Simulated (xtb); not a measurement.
HfI4 (SMILES [I][Hf]([I])([I])[I]), singlet, geometry from GFN2-xTB (such geometries of metal compounds can be far from the true shape); GFN2-xTB in xtb.

xtb was given this input:
```
$ xtb mol.xyz --gfn 2 --etemp 1000 --json

# file mol.xyz
5

Hf    -0.00000000     0.00000000    -0.00000000
I      2.15787916    -0.67548443    -1.60777706
I      0.88007107     0.43252268     2.59539358
I     -1.18880847     2.31130827    -0.97069936
I     -1.84914175    -2.06834653    -0.01691715
```

### Question
What does xtb print? Leave out banner, timings and long lists.

### Answer

```
   ID    Z sym.   atoms
    1   72 Hf     1
    2   53 I      2-5

           -------------------------------------------------
          |                Calculation Setup                |
           -------------------------------------------------

           -------------------------------------------------
          |                 G F N 2 - x T B                 |
           -------------------------------------------------

          ...................................................
          :                      SETUP                      :
          :.................................................:
          :  # basis functions                  50          :
          :  # atomic orbitals                  45          :
          :  # shells                           15          :
          :  # electrons                        32          :
          :  max. iterations                   250          :
          :  Hamiltonian                  GFN2-xTB          :
          :  restarted?                      false          :
          :  GBSA solvation                  false          :
          :  PC potential                    false          :
          :  electronic temp.         1000.0000000     K    :
          :  accuracy                    1.0000000          :
          :  -> integral cutoff          0.2500000E+02      :
          :  -> integral neglect         0.1000000E-07      :
          :  -> SCF convergence          0.1000000E-05 Eh   :
          :  -> wf. convergence          0.1000000E-03 e    :
          :  Broyden damping             0.4000000          :
          :  net charge                          0          :
          :  unpaired electrons                  0          :
          ...................................................

 iter      E             dE          RMSdq      gap      omega  full diag
   1      2.8788620  0.287886E+01  0.491E+01    0.00       0.0  T
   2     -7.4475117 -0.103264E+02  0.378E+01    9.55       1.0  T
   3    -13.1442676 -0.569676E+01  0.221E+01   10.09       1.0  T
   4    -15.1145060 -0.197024E+01  0.179E+01    6.67       1.0  T
   5    -15.1051423  0.936367E-02  0.164E+01    7.09       1.0  T
   6      5.0802486  0.201854E+02  0.555E+01    0.00       1.0  T
   7     10.0581618  0.497791E+01  0.615E+01    0.00       1.0  T
   8    -16.8807667 -0.269389E+02  0.131E+01    1.91       1.0  T
   9    -16.2212833  0.659483E+00  0.112E+01    5.13       1.0  T
[...]
         :: total energy             -17.030630942255 Eh    ::
[...]
       ...                                ...                  ...
        45                          1.4789115              40.2432
      -------------------------------------------------------------
                  HL-Gap            0.1269003 Eh            3.4531 eV
             Fermi-level           -0.3981038 Eh          -10.8330 eV

     #   Z          covCN         q      C6AA      α(0)
     1  72 Hf       3.150     1.080   133.383    24.862
     2  53 I        0.791    -0.270   391.872    34.174
     3  53 I        0.791    -0.270   391.872    34.174
     4  53 I        0.791    -0.270   391.872    34.174
     5  53 I        0.791    -0.270   391.872    34.174

 Mol. C6AA /au·bohr⁶  :       8189.917557
 Mol. C8AA /au·bohr⁸  :     846237.315171
 Mol. α(0) /au        :        161.558766

Wiberg/Mayer (AO) data.
largest (>0.10) Wiberg bond orders for each atom

 ---------------------------------------------------------------------------
     #   Z sym  total        # sym  WBO       # sym  WBO       # sym  WBO
 ---------------------------------------------------------------------------
     1  72 Hf   3.395 --     4 I    0.849     2 I    0.849     5 I    0.849
                             3 I    0.849
     2  53 I    1.071 --     1 Hf   0.849
     3  53 I    1.071 --     1 Hf   0.849
     4  53 I    1.071 --     1 Hf   0.849
     5  53 I    1.071 --     1 Hf   0.849
 ---------------------------------------------------------------------------

Topologies differ in total number of bonds
Writing topology from bond orders to xtbtopo.mol

molecular dipole:
                 x           y           z       tot (Debye)
 q only:       -0.000       0.000      -0.000
   full:       -0.000       0.000      -0.000       0.000
molecular quadrupole (traceless):
                xx          xy          yy          xz          yz          zz
 q only:        0.000      -0.000       0.000      -0.000      -0.000      -0.000
  q+dip:        0.000       0.000      -0.000      -0.000      -0.000       0.000
   full:        0.000       0.000      -0.000      -0.000      -0.000       0.000

           -------------------------------------------------
          | TOTAL ENERGY              -17.030630942255 Eh   |
          | GRADIENT NORM               0.000004594945 Eh/α |
          | HOMO-LUMO GAP               3.453132164810 eV   |
           -------------------------------------------------

normal termination of xtb
```
